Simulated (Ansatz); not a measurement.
Total energies of the cluster TiSe2⁺ (the lowest doublet isomer of a short search) from Ansatz at r2SCAN-D4/def2-TZVP, gas phase (1 Eh = 27.2114 eV = 2625.5 kJ/mol). The reference geometry is relaxed at PBE0-D4/def2-TZVP.

Cartesian coordinates in Å:
```
Ti -0.341 0.473 -0.862
Se -1.053 0.331 1.227
Se 1.394 -0.804 -0.365
```

```json
{"state": "charge 1 doublet", "geometry": "reference", "energy (Eh)": "-5652.29118"}
{"state": "charge 0 singlet", "geometry": "reference", "energy (Eh)": "-5652.56577"}
{"state": "charge 1 quartet", "geometry": "relaxed at PBE0-D4/def2-TZVP", "energy (Eh)": "-5652.28444"}
```

Task: Work out the vertical electron affinity, to the singlet.

Result: E(charge 1 doublet) − E(charge 0 singlet) = -5652.29118 − (-5652.56577) = 0.27459 Eh = 7.47 eV.

Task: Which of the charge 1 states is lowest, and how far above it are the others?

Result: The doublet. quartet: -5652.28444 − (-5652.29118) = 0.00674 Eh = 17.7 kJ/mol. The quartet differs in its bonds from the reference.

A triplet lies near this restricted singlet, and broken spin symmetry wasn't tried. 

The structure comes from a short search, and lower isomers may exist.
